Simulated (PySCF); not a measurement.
Computed Raman spectrum (relative Raman activity) of a molecule GeH6O2Si. Coordinates come from a TPSSh-D3(BJ)/def2-SVP optimisation. One conformer was computed; it need not be the lowest. These are TPSSh-D3(BJ)/def2-SVP in PySCF 2.14.0 values and carry that method's errors. Frequencies are harmonic and unscaled.

Lines under 2 % of the strongest are left out, and lines within 2 cm⁻¹ are merged.

| ν (cm⁻¹) | relative intensity |
|---|---|
| 355 | 6.9 |
| 499 | 2.8 |
| 515 | 4.6 |
| 676 | 4.1 |
| 696 | 2.2 |
| 708 | 5.2 |
| 749 | 4.8 |
| 922 | 3.1 |
| 948 | 8.6 |
| 950 | 9.6 |
| 2146 | 85 |
| 2247 | 100 |
| 2259 | 42 |
| 2264 | 49 |
| 3786 | 70 |
| 3797 | 33 |

Which structure fits?
A) [OH][GeH2][O][SiH3]
B) [OH][GeH]([OH])[SiH3]
C) O[SiH2][GeH2][OH]
D) O[SiH2][O][GeH3]

B, [OH][GeH]([OH])[SiH3]
